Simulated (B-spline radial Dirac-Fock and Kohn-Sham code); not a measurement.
## Ga⁶⁺: photoemission with 569 eV photons

System: the Ga⁶⁺ ion, 1s2 2s2 2p6 3s2 3p6 3d7.

Input file task.json (cfg lists n, l and occupation; rrms is the nuclear radius in fm):

```json
{"items": [{
  "Z": 31,
  "q": 6,
  "cfg": [[1, 0, 2], [2, 0, 2], [2, 1, 6], [3, 0, 2], [3, 1, 6], [3, 2, 7]],
  "A": 69,
  "rrms": 3.9973,
  "do": ["binding", "quiet", "photo", "scan"],
  "hv": [32.8, 187.0, 280.0, 569.0, 656.0, 1470.0, 1780.0, 1800.0, 2210.0, 3230.0, 6820.0, 9360.0, 10500.0, 11600.0, 14000.0, 16900.0, 18400.0, 24500.0, 54900.0, 63800.0, 65300.0, 74500.0, 135000.0]
}]}
```

Launch: `python xray_run.py task.json out`

Calculated with a radial B-spline solver, using a relativistic central-field model (Hartree-Slater potential of the initial state, Latter tail, multipole expansion of the photon field, Dirac-Fock thresholds). The asymmetry parameter β is from the dipole term alone. Kinetic energies are from the vacuum level. Open shells are spread statistically over j, without multiplet splitting.

| subshell | electrons | binding (eV) | kinetic (eV) | σ (kb) | β |
| --- | --- | --- | --- | --- | --- |
| 3s | 2 | 288.6 | 280.4 | 87.6 | 2.00 |
| 3p1/2 | 2 | 233.8 | 335.2 | 114 | 1.59 |
| 3p3/2 | 4 | 229.9 | 339.1 | ? | ? |
| 3d3/2 | 2.8 | 142.5 | 426.5 | 113 | 1.24 |
| 3d5/2 | 4.2 | 141.9 | 427.1 | 166 | 1.23 |

Q: What are σ and β for 3p3/2?

A: σ = 228 kb, the largest of all subshells and 32 % of the total, and β = 1.60.

Run: 3.7 s of CPU time on 1 thread of Neoverse-N1 (shared host), peak memory 0.37 GiB.
